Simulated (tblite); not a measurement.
Compound: C8H9NS.
Z-matrix (Å and degrees, GFN2-xTB geometry), rows numbered from 1:
```
C 
S   1  1.8223
C   2  1.7855  1   99.96
C   3  1.3854  2  118.19  1  -115.57
C   4  1.3839  3  120.19  2   178.93
C   5  1.3859  4  119.95  3    -0.68
C   6  1.3817  5  119.88  4     0.95
C   7  1.3939  6  121.01  5     0.25
C   8  1.4693  3  121.02  2     3.90
N   9  1.2581  8  128.54  3  -152.66
H   1  1.0850  2  106.04  3   179.49
H   1  1.0857  2  110.40  3   -61.16
H   1  1.0862  2  109.06  3    60.92
H   4  1.0794  3  119.06  2    -1.00
H   5  1.0796  4  119.82  3   179.72
H   6  1.0798  5  120.16  4  -179.44
H   7  1.0816  6  119.91  5   178.13
H   9  1.0882  8  115.26  3    27.62
H  10  1.0204  9  115.05  8     1.21
```

Method: GFN2-xTB as coded in tblite; computed harmonic values from a numerical Hessian at the method's own geometry, unscaled. The method is semi-empirical: single wavenumbers can be off by several per cent or more. One conformer, not necessarily the lowest.

Harmonic wavenumbers (cm⁻¹): 61.8, 96.7, 99.7, 122.2, 177.9, 221.1, 260.1, 272.2, 396.6, 400.4, 457.7, 481.1, 587.0, 656.2, 685.4, 719.2, 755.5, 798.9, 813.0, 882.8, 917.1, 928.9, 944.8, 952.6, 1029.7, 1082.9, 1093.0, 1142.2, 1173.8, 1181.4, 1215.5, 1248.8, 1313.4, 1316.2, 1343.4, 1416.3, 1444.2, 1447.4, 1448.6, 1564.0, 1579.4, 1705.3, 2991.1, 3028.7, 3037.5, 3062.0, 3064.9, 3083.6, 3092.0, 3100.2, 3302.3.

A = 1484, B = 1120, C = 694.0 MHz; mass 151.046 u (most abundant isotopes); point group C1, symmetry number 1.

Question: What is the zero-point energy?

Answer: ½Σν̃ = 32098 cm⁻¹ = 383.98 kJ/mol.

Question: Give the ideal-gas entropy at 200 K and 1 bar in the rigid-rotor, harmonic-oscillator model (classical rotation).

Answer: Translation 163.13, rotation 120.59, vibration 77.12: S = 360.8 J/(mol K).

Question: And Cp and H(200 K) − H(0)?

Answer: Cp = 120.70 J/(mol K), of which vibrations give 87.44 (their classical limit is 51 R = 424.0); H(200 K) − H(0) = 15.36 kJ/mol without the zero-point energy, 8.71 from vibrations.

Question: How do the functions run with temperature in this model?

Answer: 
| T (K) | S (J/(mol K)) | Cp (J/(mol K)) | H − H(0) (kJ/mol) | G − H(0) (kJ/mol) | ln q(vib) |
| --- | --- | --- | --- | --- | --- |
| 50 | 247.8 | 54.2 | 2.03 | -10.36 | 0.35 |
| 100 | 293.3 | 78.9 | 5.38 | -23.95 | 1.45 |
| 298.15 | 417.2 | 164.7 | 29.35 | -95.03 | 6.61 |
| 373.15 | 457.7 | 197.7 | 42.96 | -127.85 | 8.59 |
| 500 | 522.5 | 245.4 | 71.18 | -190.07 | 11.93 |
| 750 | 635.3 | 309.8 | 141.26 | -335.20 | 18.34 |
| 1000 | 730.4 | 350.3 | 224.12 | -506.23 | 24.32 |

q(vib) and H(0) count from the zero-point level.

Question: Blend soft modes into free rotors: weight 1/[1 + (100 cm⁻¹/ν̃)⁴] for the oscillator and the rest for a rotor with moment μB/(μ + B), μ = h/(8π²ν), B = 10⁻⁴⁴ kg m². What vibrational entropy results?

Answer: 73.81 J/(mol K) in place of 77.12, which changes −T·S at 200 K by +0.66 kJ/mol.

Question: What must be added to the electronic energy to get the Gibbs energy at 200 K and 1 bar?

Answer: ZPE + [H(200 K) − H(0)] − T·S = 383.98 + 15.36 − 72.17 = 327.17 kJ/mol.

Question: Which modes carry the vibrational entropy at 200 K?

Answer: 61.8 cm⁻¹: 15.12; 96.7 cm⁻¹: 11.50; 99.7 cm⁻¹: 11.25; 122.2 cm⁻¹: 9.65; 177.9 cm⁻¹: 6.81; 221.1 cm⁻¹: 5.28 J/(mol K); the other 45 give 17.51 together.

Hindered rotation and anharmonicity are outside this model. Other conformers, if any are populated, would add a mixing term that is left out. The structure is chiral; the term R ln 2 for an equal mix with its mirror image is left out.
